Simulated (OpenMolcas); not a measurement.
An atom or ion with 24 electrons was computed by MS-RASPT2, IPEA 0.25 Eh, imaginary shift 0.1 Eh with spin-orbit coupling (OpenMolcas, ANO-RCC-VTZP, DKH2). The lowest levels that the run gave, each within 12 % of the measured value where one is at hand:

```tsv
J	Parity	E (cm-1)	g
4	even	0.0	1.500
3	even	1153	1.501
2	even	1923	1.501
1	even	2410	1.501
0	even	2650	
2	even	29880	1.499
6	even	30770	1.166
5	even	31270	1.040
4	even	31520	0.848
1	even	33240	1.498
4	even	33250	1.195
3	even	33800	1.067
```

Which ion is it, and what are the configurations and terms?

Cu5+ (Z = 29, charge +5; active space 12 electrons in 8 orbitals (RAS1 3p, at most 2 holes; RAS2 3d)). J, parity and g give the terms where levels are pure, and mixed ones are named by the computed weights; the size of the splittings, set against known spectra of the 24-electron sequence, gives the charge. In order, with the measured energies in cm-1 (Sugar and Musgrove, J. Phys. Chem. Ref. Data 19, 527 (1990)): 3d6 5D4, 3d6 5D3 (1196), 3d6 5D2 (1987), 3d6 5D1 (2490), 3d6 5D0 (2733), 3d6 3P2(1) (29285), 3d6 3H6 (30418), 3d6 3H5 (31009), 3d6 3H4 (31288), 3d6 3P1(1) (32685), 3d6 3F4(1) (32756), 3d6 3F3(1) (33296).

CASPT2 breaks the degeneracy within a term, and the mean is taken; among the terms shown or strongly mixed into the levels shown the widest spread is 350 cm-1 (3d6 3H). Active for correlation alone: 3p; no level in the range computed is led by a configuration that opens it, so any true level of that kind is missing. The CASPT2 spread within a term exceeds the gap to the next term for 3d6 3H and 3d6 3P(1), so the order of their levels is uncertain. Measured partners are found by configuration, term and J. A level has none where our copy of the source lacks it or the pairing is in doubt (some pairs that miss far off the trend of their configuration count as doubtful), and it then counts in no deviation. Levels of configurations outside the active space are missing.

A number in round brackets counts repeated terms of one configuration in the order of the reference energies.
